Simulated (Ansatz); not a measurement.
Input for Ansatz (development build ahead of 0.2.0):

```yaml
crystal:
  periodic: [false, false, false]
  atoms:
    - { symbol: Mg, position_ang: [0.0, 0.0, 1.3621] }
    - { symbol: Mg, position_ang: [0.0, 0.0, -1.3621] }
    - { symbol: B, position_ang: [0.0, 0.0, 3.5356] }
    - { symbol: B, position_ang: [0.0, 0.0, -3.5356] }
basis:
  gaussian: { orbitals: pcseg-2 }
magnetization:
  spin_polarized: true
  initial_magnetization: 2
hamiltonian:
  xc: { name: wB97X }
```

The input is written out in the form of the current development build from the run's settings.

The run gave:

```json
{
  "Converged": "yes",
  "Total energy": "-449.49302 hartree",
  "Spin squared of the determinant": "2.911",
  "Stability test": "minimum"
}
```

Caution: the unrestricted determinant is a mixture of spin states; other spin multiplicities may lie lower.
